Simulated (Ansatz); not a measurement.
Br₂Pb, singlet, at a GFN2-xTB geometry (such geometries of metal compounds can be far from the true shape) (core potentials on Pb); Ansatz (an electronic-structure program) with PBE/def2-SVP.

Ansatz was given this input:
Ansatz 0.2 input:
```yaml
crystal:
  periodic: [false, false, false]
  atoms:
    - {symbol: Pb, position_ang: [0.00240630, 0.00054633, 0.75031546]}
    - {symbol: Br, position_ang: [1.12249584, -1.65311511, -0.88134668]}
    - {symbol: Br, position_ang: [-1.12813346, 1.65183512, -0.87653525]}
basis:
  gaussian:
    orbitals: def2-SVP
    point_charges:
      - {charge: -1.0, position_ang: [-3.0011, -0.6644, 3.6991]}
hamiltonian:
  xc: pbe
```

It wrote (shortened):

```
Functional definition: PBE
986 factors; their error is unknown
mean field evaluation 1: about -145305.9038 eV, gradient 2.1e1 eV
mean field evaluation 2: about -145293.6863 eV, gradient 6.2e1 eV
mean field evaluation 4: about -145307.7839 eV, gradient 1.7e0 eV
mean field evaluation 8: about -145307.6851 eV, gradient 8.6e-2 eV
mean field -145307.68513243 eV, -5339.9589355304 hartree, gradient 7.4e-5 eV, S^2 0.000000; 0 other end points of the search recorded, 0 dependent functions left out
reference -145307.68516414 eV, -5339.9589366958 hartree; 46, 46 occupied and 44, 44 virtual orbitals, 986 factors
Total energy: -145307.68516414 eV, -5339.9589366958 hartree
```
